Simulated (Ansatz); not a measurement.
Steps of a relaxation of `ClC1(I)CO1` with RKS PBE-D4/def2-SVP.

```sh
$ ansatz run in.yaml --threads 4 --pin off --events-out ev --progress --plain --max-ram 10444MiB
```

```yaml
crystal:
  periodic: [false, false, false]
  atoms:
    - {symbol: Cl, position_ang: [-1.360200, -1.680000, 0.223900]}
    - {symbol: C, position_ang: [-0.061500, -0.613100, -0.227100]}
    - {symbol: I, position_ang: [1.748200, -1.571100, -0.460400]}
    - {symbol: C, position_ang: [0.019200, 0.827200, 0.244800]}
    - {symbol: O, position_ang: [-0.298100, 0.473400, -1.141200]}
    - {symbol: H, position_ang: [-0.895900, 1.189500, 0.828600]}
    - {symbol: H, position_ang: [0.909500, 1.306100, 0.485600]}
basis:
  gaussian: {orbitals: def2-SVP}
hamiltonian: {xc: pbe, dispersion: d4}
relax: {f_tol: 0.03, max_steps: 200}
```

Positions (Å) and forces (eV/Å) along the path, 7 of 7 steps:

```xyz
7
step=1 energy=-24758.2263 eV
Cl   -1.360   -1.680    0.224   -0.537    0.001   -0.022
C    -0.061   -0.613   -0.227   -0.295    3.063   -0.096
I     1.748   -1.571   -0.460    1.522   -0.967   -0.328
C     0.019    0.827    0.245   -4.284   -2.055   -0.373
O    -0.298    0.473   -1.141    0.285   -0.826    1.144
H    -0.896    1.190    0.829    0.885   -0.257   -0.534
H     0.909    1.306    0.486    2.425    1.040    0.210
7
step=2 energy=-24758.5128 eV
Cl   -1.383   -1.633    0.215   -0.145   -0.190    0.066
C    -0.031   -0.593   -0.177    0.011    1.527   -0.710
I     1.824   -1.674   -0.537   -0.045    0.042    0.126
C    -0.029    0.834    0.266   -0.982   -0.867   -0.099
O    -0.283    0.443   -1.113    0.252   -0.610    0.825
H    -0.936    1.196    0.810    0.307   -0.112   -0.136
H     0.898    1.359    0.490    0.602    0.210   -0.071
7
step=3 energy=-24758.5610 eV
Cl   -1.386   -1.637    0.194   -0.117   -0.169    0.044
C    -0.044   -0.577   -0.205    0.028    0.670   -0.345
I     1.834   -1.659   -0.488   -0.092    0.079    0.006
C    -0.034    0.821    0.269   -0.057   -0.063    0.126
O    -0.317    0.454   -1.105    0.208   -0.445    0.232
H    -0.913    1.180    0.836    0.045    0.009    0.015
H     0.922    1.349    0.454   -0.015   -0.081   -0.079
7
step=4 energy=-24758.5718 eV
Cl   -1.387   -1.655    0.196   -0.015    0.022   -0.017
C    -0.051   -0.563   -0.209    0.076   -0.158    0.083
I     1.826   -1.641   -0.493    0.026   -0.011    0.029
C    -0.038    0.824    0.276    0.091   -0.007    0.093
O    -0.302    0.439   -1.102   -0.133    0.135   -0.169
H    -0.915    1.198    0.833   -0.031    0.020   -0.003
H     0.928    1.330    0.452   -0.014    0.000   -0.017
7
step=5 energy=-24758.5721 eV
Cl   -1.394   -1.655    0.181    0.056    0.009    0.022
C    -0.047   -0.566   -0.211   -0.116    0.015   -0.020
I     1.831   -1.640   -0.476    0.029   -0.021   -0.017
C    -0.032    0.818    0.283   -0.091    0.053   -0.106
O    -0.320    0.443   -1.100    0.085   -0.017    0.058
H    -0.906    1.194    0.843    0.011   -0.012    0.032
H     0.930    1.338    0.435    0.026   -0.027    0.030
7
step=6 energy=-24758.5733 eV
Cl   -1.389   -1.654    0.190    0.009   -0.001   -0.002
C    -0.051   -0.564   -0.212   -0.047   -0.026   -0.021
I     1.832   -1.636   -0.481    0.002   -0.002   -0.002
C    -0.037    0.821    0.277    0.010    0.003   -0.001
O    -0.316    0.444   -1.104    0.025   -0.005    0.027
H    -0.910    1.197    0.840    0.006    0.000    0.001
H     0.932    1.324    0.444   -0.005    0.030   -0.003
7
step=7 energy=-24758.5734 eV
Cl   -1.390   -1.654    0.189   -0.001   -0.002   -0.004
C    -0.052   -0.565   -0.212    0.013    0.009    0.011
I     1.832   -1.639   -0.481   -0.005    0.001   -0.001
C    -0.036    0.821    0.278    0.007   -0.001    0.000
O    -0.314    0.444   -1.103   -0.012   -0.001    0.000
H    -0.909    1.196    0.842   -0.002   -0.001   -0.009
H     0.930    1.330    0.442    0.001   -0.005    0.003
```

Run time 9 s (4 threads of an Arm Neoverse V1 on a shared host); peak host memory 0.15 GiB.
